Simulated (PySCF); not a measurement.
## Adding and removing an electron: CsSb

LDA; Cs def2-SVP with ECP46, Sb def2-SVP with ECP28; scalar-relativistic core potentials (PySCF 2.14). Neutral (UKS): triplet (π ↑↑), Re = 3.594 Å, ωe = 95.8 cm⁻¹, De = 1.47 eV, HOMO -2.99 eV, LUMO -2.69 eV.

CsSb⁺ (UKS): quartet (σ ↑, π ↑↑), Re = 3.978 Å, ωe = 45.9 cm⁻¹, De = 0.20 eV to Cs⁺ + Sb. The energies at the minima are -259.95661 hartree for CsSb and -259.75917 for CsSb⁺.

**Question.** Work out the adiabatic ionisation energy, without and with harmonic zero-point energies (1 hartree = 27.2114 eV, 1 eV = 8065.5 cm⁻¹), and the change of the bond length.

**Answer.** At LDA: 0.19744 hartree = 5.373 eV between the minima; the zero-point term (45.9 − 95.8)/2 cm⁻¹ = -0.003 eV makes it 5.370 eV. Re changes by +38.4 pm against the neutral. The electron leaves a σ orbital, and the ion is left as a loose complex of an ion and an atom.

Weak bonds: CsSb⁺. Basis-set superposition, not corrected here, can be much of De in a small basis, most of all at correlated wavefunction levels. These are scalar-relativistic numbers at best; spin–orbit coupling would shift them, the dissociation energy most. For an ion De counts to the pair picked by the measured ionisation energies or electron affinities, which need not be the lowest pair at this level. States were picked by a PBE0 search and need not be the measured ground states.
